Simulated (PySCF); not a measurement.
Isomers of C4H15FSi3, mass 166.047 u with the commonest isotopes. Method: PBE0/pcSseg-1 in PySCF (dipole) on a GFN2-xTB geometry, gas phase. One conformer each, none proved a minimum here; rigid rotors.

**Question.** Order these by rotational constant A, largest first.
A. `[CH3:1][CH2:2][Si@H:3]([CH2:4][SiH3:5])[SiH2:6][CH2:7][F:8]` with C1–C2–Si3–C4 -62°, C2–Si3–C4–Si5 171°, C2–Si3–Si6–C7 61°, Si3–Si6–C7–F8 49°
B. `[F:1][C@H:2]([SiH3:3])[CH2:4][CH2:5][CH:6]([SiH3:7])[SiH3:8]` with F1–C2–C4–C5 -63°, C2–C4–C5–C6 177°, C4–C5–C6–Si7 -64°
C. `[CH3:1][CH2:2][Si@H:3]([CH2:4][F:5])[CH2:6][SiH2:7][SiH3:8]` with C1–C2–Si3–C4 178°, C2–Si3–C4–F5 -72°, C2–Si3–C6–Si7 169°, Si3–C6–Si7–Si8 174°
D. `[CH3:1][C@H:2]([F:3])[CH2:4][CH2:5][SiH:6]([SiH3:7])[SiH3:8]` with C1–C2–C4–C5 -175°, C2–C4–C5–Si6 -178°, C4–C5–Si6–Si7 -173°

**Answer.** B (1700 MHz), D (1568 MHz), C (1500 MHz), A (936.5 MHz).

**Question.** Order these by rotational constant B, largest first.
A. `[CH3:1][CH2:2][Si@H:3]([CH2:4][F:5])[CH2:6][SiH2:7][SiH3:8]` with C1–C2–Si3–C4 178°, C2–Si3–C4–F5 -72°, C2–Si3–C6–Si7 169°, Si3–C6–Si7–Si8 174°
B. `[CH3:1][C@H:2]([F:3])[CH2:4][CH2:5][SiH:6]([SiH3:7])[SiH3:8]` with C1–C2–C4–C5 -175°, C2–C4–C5–Si6 -178°, C4–C5–Si6–Si7 -173°
C. `[CH3:1][CH2:2][Si@H:3]([CH2:4][SiH3:5])[SiH2:6][CH2:7][F:8]` with C1–C2–Si3–C4 -62°, C2–Si3–C4–Si5 171°, C2–Si3–Si6–C7 61°, Si3–Si6–C7–F8 49°
D. `[F:1][C@H:2]([SiH3:3])[CH2:4][CH2:5][CH:6]([SiH3:7])[SiH3:8]` with F1–C2–C4–C5 -63°, C2–C4–C5–C6 177°, C4–C5–C6–Si7 -64°

**Answer.** C (862.7 MHz), A (527.1 MHz), D (502.3 MHz), B (482.4 MHz).

**Question.** Order these by out-of-plane moment Σ m c² = (Ia + Ib − Ic)/2, largest first.
A. `[CH3:1][C@H:2]([F:3])[CH2:4][CH2:5][SiH:6]([SiH3:7])[SiH3:8]` with C1–C2–C4–C5 -175°, C2–C4–C5–Si6 -178°, C4–C5–Si6–Si7 -173°
B. `[CH3:1][CH2:2][Si@H:3]([CH2:4][SiH3:5])[SiH2:6][CH2:7][F:8]` with C1–C2–Si3–C4 -62°, C2–Si3–C4–Si5 171°, C2–Si3–Si6–C7 61°, Si3–Si6–C7–F8 49°
C. `[F:1][C@H:2]([SiH3:3])[CH2:4][CH2:5][CH:6]([SiH3:7])[SiH3:8]` with F1–C2–C4–C5 -63°, C2–C4–C5–C6 177°, C4–C5–C6–Si7 -64°
D. `[CH3:1][CH2:2][Si@H:3]([CH2:4][F:5])[CH2:6][SiH2:7][SiH3:8]` with C1–C2–Si3–C4 178°, C2–Si3–C4–F5 -72°, C2–Si3–C6–Si7 169°, Si3–C6–Si7–Si8 174°

**Answer.** B (117.37 u·Å²), C (92.89 u·Å²), A (69.07 u·Å²), D (57.97 u·Å²).

| SMILES | point group | Ia (u·Å²) | Ib (u·Å²) | Ic (u·Å²) | κ | μa (D) | μb (D) | μc (D) |
| --- | --- | --- | --- | --- | --- | --- | --- | --- |
| C[C@H](F)CC[SiH]([SiH3])[SiH3] | C1 | 322.33 | 1047.62 | 1231.80 | -0.88 | 0.67 | 0.31 | 1.72 |
| F[C@H]([SiH3])CCC([SiH3])[SiH3] | C1 | 297.25 | 1006.22 | 1117.70 | -0.92 | 0.16 | 1.27 | 0.24 |
| CC[Si@H](CF)C[SiH2][SiH3] | C1 | 336.92 | 958.76 | 1179.74 | -0.82 | 0.98 | 1.01 | 0.87 |
| CC[Si@H](C[SiH3])[SiH2]CF | C1 | 539.65 | 585.79 | 890.70 | 0.60 | 0.15 | 1.70 | 0.13 |
